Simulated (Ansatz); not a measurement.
H4N2OSW, SMILES [NH2][W](=[S])([NH2])=[O], multiplicity 1.

Geometry optimised at PBE-D3(BJ)/def2-SVP. The spin state was assumed, not searched. The structure was generated by enumeration; whether it is a known compound was not checked. The def2 effective core potentials stand for the cores of W; spin–orbit coupling is left out. Other conformers were not sampled.

Two levels are set side by side: PBE/def2-SVPD (Ansatz, a quantum-chemistry and plane-wave program) and CAM-B3LYP/def2-SVPD (Ansatz). Energy differences of separate SCF runs at the same geometry; the states with an electron removed or added have multiplicity 2 and 2. Differences are taken from unrounded values.

```tsv
quantity	CAM-B3LYP
vertical ionisation energy (eV)	9.37
vertical electron affinity (eV)	0.70
vertical singlet–triplet gap (eV)	2.92
```

Question: What does PBE give, and how far is it from CAM-B3LYP? (An estimate is asked for; the answer gives what the named calculation found.)

Answer: 
```csv
quantity,PBE,PBE minus CAM-B3LYP
vertical ionisation energy (eV),9.00,-0.37
vertical electron affinity (eV),0.30,-0.40
vertical singlet–triplet gap (eV),3.11,0.19
```
